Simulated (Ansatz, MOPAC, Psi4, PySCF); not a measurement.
Process, species as SMILES: CC[CH][C@H](C)O → CCC[C@@H]([O])C

Wanted: isomerisation energy (enthalpy at 298 K), in kcal/mol. Conventions: non-relativistic; frozen cores in correlated levels; open shells spin-unrestricted; no spin-orbit coupling; 6-311+G** with 5d; no dispersion term unless named; 6-31G* and kin with 6d, 5d where marked; LANL2DZ all-electron up to Ne. CBS marks a two-point X^-3 extrapolation of the correlation energy; Hartree-Fock from the larger set. [CCSD(T)-MP2]/basis is that difference in the basis named. First-principles rows: single points at B3LYP-D3(BJ) geometries (Ansatz, a quantum-chemistry and plane-wave program), with unscaled harmonic terms from B3LYP/6-31G* (Ansatz) at its own minima. Semi-empirical rows: MOPAC heats of formation at their own minima for 298 K.

Coupled cluster (Ansatz) is a level with limits of its own, used here on species with T1 under 0.025 (0.045 for open shells) and stable references: RI-MP2/CBS(cc-pVTZ,cc-pVQZ)+[CCSD(T)-MP2]/cc-pVTZ.

Value to compare with, RI-MP2/CBS(cc-pVTZ,cc-pVQZ)+[CCSD(T)-MP2]/cc-pVTZ (Ansatz): 5.9 kcal/mol.

| level | program | isomerisation energy (enthalpy at 298 K) (kcal/mol) | difference |
|---|---|---|---|
| PM6 | MOPAC | 24.5 | 18.6 |
| HF/LANL2DZ | Ansatz | -9.1 | -15.0 |
| HF/6-31G* | Ansatz | -9.6 | -15.5 |
| HF/6-311+G** | Ansatz | -4.4 | -10.3 |
| PBE/6-31G* | Ansatz | -2.6 | -8.5 |
| BLYP/6-31G* | Ansatz | -3.5 | -9.4 |
| BP86/6-31G* (5d) | PySCF | -2.2 | -8.1 |
| B3LYP/6-31G | Ansatz | -5.6 | -11.5 |
| B3LYP/6-31G* | Ansatz | -3.3 | -9.2 |
| B3LYP/cc-pVDZ | Ansatz | 0.1 | -5.8 |
| PBE0/6-31G* | Ansatz | -2.7 | -8.6 |
| wB97X-D/6-31G* | Psi4 | -2.3 | -8.2 |
| MP2/6-311+G** | Ansatz | 8.6 | 2.7 |
| B2PLYP-D3(BJ)/def2-TZVPD | Ansatz + dftd3 | 4.5 | -1.4 |

Among the 13 habitual levels, PM6 lies farthest from RI-MP2/CBS(cc-pVTZ,cc-pVQZ)+[CCSD(T)-MP2]/cc-pVTZ (Ansatz) (18.6 kcal/mol) and MP2/6-311+G** nearest (2.7); 2 of 13 lie above it, and their mean absolute difference is 10.1 kcal/mol, the median 9.2. One case shows no general order.

The levels are drawn from those run, B3LYP/6-31G* more often than the rest, none by its result; left out are runs that failed, that the program found above a lower state of the same kind, or whose <S^2> lies over 0.5 above the pure value.
